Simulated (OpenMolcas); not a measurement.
Computed levels of 5d in ions with 69 electrons, in cm-1 above ²D_3/2.

```yaml
Program: OpenMolcas 26.06
Method: SS-RASPT2, IPEA 0.25 Eh, imaginary shift 0.1 Eh
Basis: ANO-RCC-VTZP
Scalar_Hamiltonian: DKH2, point nucleus
Spin-orbit_coupling: state interaction with AMFI integrals over the reference wave functions, term energies averaged over their components
```

Active space for each ion: 7 electrons in 8 orbitals (RAS1 5p, at most 2 holes; RAS2 5d); closed shells correlated by CASPT2: 5s.

| Level | Ta4+ | W5+ | Os7+ |
| --- | --- | --- | --- |
| ²D_5/2 | 7689 | 9926 | 15028 |

Q: Estimate ²D_5/2 for Re6+ from its neighbours W5+ and Os7+.

A: ²D_5/2 is fine structure, which grows about as the fourth power of a screened charge, so the fourth roots are averaged: ((9926^0.25 + 15028^0.25) / 2)^4 = 12279. The calculation gives 12182, so the estimate is off by +0.8 %.

Active for correlation alone: 5p; no level in the range computed is led by a configuration that opens it, so any true level of that kind is missing. Levels of configurations outside the active space are missing.
